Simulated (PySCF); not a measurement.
# Electron correlation in Yb⁺ (ytterbium, charge +1)

[Xe] 4f14 6s1, 2S determinant. Computed with PySCF 2.14 in cc-pVDZ-X2C, with scalar relativity by spin-free X2C-1e. Frozen: [Ar] 3d10; 41 electrons correlated.

MP2 pair energies summed by pair of shells (mhartree):

```csv
pair,energy,share (%)
4f-4f,-634.22,43.7
4f-5p,-229.67,15.8
4d-4f,-191.23,13.2
5p-5p,-114.54,7.9
4f-5s,-51.80,3.6
4p-4f,-48.53,3.3
4d-4d,-41.56,2.9
5s-5p,-27.22,1.9
4d-5p,-22.99,1.6
4p-4d,-18.54,1.3
5p-6s,-16.56,1.1
4d-5s,-11.71,0.8
4s-4f,-9.80,0.7
4f-6s,-9.50,0.7
5s-5s,-5.65,0.4
4p-4p,-5.12,0.4
4s-4d,-4.68,0.3
4p-5p,-3.35,0.2
4s-4p,-2.09,0.1
4p-5s,-1.58,0.1
5s-6s,-0.79,0.1
4s-4s,-0.44,0.0
4d-6s,-0.43,0.0
4s-5p,-0.29,0.0
4s-5s,-0.15,0.0
4p-6s,-0.06,0.0
4s-6s,-0.01,0.0
```

Total MP2 correlation energy: -1452.5 mhartree.

Same-spin part -574.13 and opposite-spin part -878.35 mhartree; SCS-MP2 scales them by 1/3 and 6/5 to -1245.4 mhartree.

This basis was not built for core-valence correlation, so the inner-shell part is incomplete.
